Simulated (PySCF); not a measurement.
**Assignment exercise: C5H4F4O2**

Geometry (Å), atoms numbered from 1 in this order:
```xyz
15

F    -0.6241   -2.1080    0.2874
C    -0.9986   -0.8521    0.6680
C    -2.1330   -0.3008   -0.1324
C    -1.7389    0.8572   -0.6645
O    -0.4714    1.2320   -0.3578
C     0.1242    0.1882    0.3789
O     1.1180   -0.4351   -0.3812
C     2.3550    0.0922   -0.3358
F     3.1383   -0.6486   -1.0893
F     2.8415    0.1009    0.9099
F     2.3921    1.3467   -0.7752
H    -1.2142   -0.8929    1.7502
H    -3.1044   -0.7764   -0.2451
H    -2.2798    1.5627   -1.2955
H     0.5613    0.6229    1.2891
```

- PBE0-D3(BJ)/def2-SVP geometry
- σ from GIAO-PBE0/pcSseg-1
- J couplings at B3LYP/pcJ-1 (spin–dipole term only in couplings to heteroatoms)
- code: PySCF
- equivalent nuclei averaged, no relativistic terms, no solvent model, one computed conformer

Referencing at the same level of theory: ¹³C (σref 184.41) and ¹H (σref 31.27) vs TMS.

(1) Assign these signals to the numbered atoms. ¹³C{¹H} NMR (computed): δ 157.6 (d, J = 13.1 Hz), 127.9 (q, J = 333.2 Hz), 105.1 (d, J = 18.2 Hz), 96.2 (dq, J = 12.2, 2.7 Hz), 92.4 (d, J = 265.4 Hz).

(2) Assign these signals to the numbered atoms. ¹H NMR (500 MHz, computed): δ 6.54 (ddd, J = 3.9, 2.8, 2.3 Hz, 1H), 5.67 (ddt, J = 61.5, 8.0, 2.4 Hz, 1H), 5.43 (dd, J = 8.0, 7.0 Hz, 1H), 5.39 (ddd, J = 3.9, 3.1, 2.6 Hz, 1H).

## Answers

(1) 
157.6 → C4, alkene carbon bearing oxygen: an sp2 carbon further deshielded by the attached heteroatom
127.9 → C8, CF3 carbon: 4 electronegative neighbours deshield it
105.1 → C3, β carbon of an enol-ether or enamine type C=C: the O or N lone pair pushes π density onto this β carbon and shields it
96.2 → C6, sp3 carbon bearing two oxygens: 2 electronegative neighbours deshield it
92.4 → C2, allylic sp3 CH bonded to F: the inductive effect lowers its shielding

(2) 
6.54 → H14, hydrogen on an alkene carbon bearing oxygen: a vinylic proton, deshielded by the sp2 carbon and the C=C anisotropy
5.67 → H12, hydrogen on an allylic sp3 CH bonded to F: its carbon carries F, an electronegative neighbour
5.43 → H15, hydrogen on an sp3 carbon bearing two oxygens: its carbon carries O, hence the downfield position
5.39 → H13, hydrogen on a β carbon of an enol-ether or enamine type C=C: a vinylic proton, deshielded by the sp2 carbon and the C=C anisotropy

H15 and H13 lie closer than the usual error of such a calculation, so a measured spectrum could show them in the other order.

C–F couplings over four or more bonds (about 3 Hz to the para carbon of a fluoroarene) are left out. Common functionals overestimate the size of one-bond C–F couplings by tens of Hz; these are unscaled. Splittings below 1 Hz are ignored in the labels, and close J values are merged. Unscaled 3J(H,H) at this level run about 10 % above measured values. Shifts are as computed. Against solution values, carbons near 30 ppm lie about +2 ppm off and those near 130 ppm about +5 ppm. Of 1313 compounds with measured shifts, 239 miss one by over three times the rms of a fit or turn the order of signals round; such compounds aren't used in these exercises.
